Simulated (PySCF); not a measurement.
Co3+: what the settings change

The free ion Co3+ in its d6 configuration.

Method (PySCF 2.14, density fitting): CASSCF(6,5) with orbitals averaged over all microstates of the shell, strongly contracted NEVPT2 on the averaged canonical orbitals; basis x2c-TZVPall; spin-free X2C; gas phase; spin-orbit coupling by state interaction with the mean-field operator over all roots.

Base run: NEVPT2 ground state 5D, next 3H at 24732, then 3P at 24765 cm⁻¹, B(NEVPT2) 1203, ζ 587 cm⁻¹, μeff(300 K) 6.70 μB.

(1) What happens with no scalar relativity?

Results:

(1) NEVPT2 ground state 5D, next 3P at 24902, then 3H at 24905 cm⁻¹, B(NEVPT2) 1211, ζ 597 cm⁻¹, μeff(300 K) 6.70 μB.
